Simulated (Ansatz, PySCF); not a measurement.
System: SnO₃, charge 0, multiplicity 1. 
Structure (B3LYP-D3(BJ)/def2-TZVP (Ansatz, a first-principles code) minimum search):
```
Sn
O 1 1.8210
O 1 1.9568 2 155.68
O 3 1.6118 1 65.68 2 -180.00
```
Charge 0, spin multiplicity 1.

Dipole moments at this geometry, in debye (magnitudes).

```json
[
 {"level": "SVWN5/def2-TZVPD", "program": "Ansatz", "dipole (D)": "0.45"},
 {"level": "BLYP/def2-TZVPD", "program": "Ansatz", "dipole (D)": "0.52"},
 {"level": "B3LYP/def2-TZVPD", "program": "Ansatz", "dipole (D)": "0.61"},
 {"level": "PBE0/def2-TZVPD", "program": "PySCF", "dipole (D)": "0.56"},
 {"level": "TPSSh/def2-TZVPD", "program": "PySCF", "dipole (D)": "?"},
 {"level": "r2SCANh/def2-TZVPD", "program": "Ansatz", "dipole (D)": "0.56"},
 {"level": "r2SCAN0/def2-TZVPD", "program": "Ansatz", "dipole (D)": "0.61"},
 {"level": "M06-2X/def2-TZVPD", "program": "PySCF", "dipole (D)": "0.64"},
 {"level": "HSE06/def2-TZVPD", "program": "Ansatz", "dipole (D)": "0.56"},
 {"level": "LC-wPBE/def2-TZVPD", "program": "Ansatz", "dipole (D)": "0.47"},
 {"level": "wB97M-V/def2-TZVPD", "program": "Ansatz", "dipole (D)": "0.56"},
 {"level": "wB97X-V/def2-TZVPD", "program": "Ansatz", "dipole (D)": "0.53"},
 {"level": "CCSD(T)/def2-SVPD", "program": "Ansatz", "dipole (D)": "?"}
]
```

Q: Complete the blanks.

A: 
- TPSSh/def2-TZVPD, dipole (D): 0.54
- CCSD(T)/def2-SVPD, dipole (D): 0.65
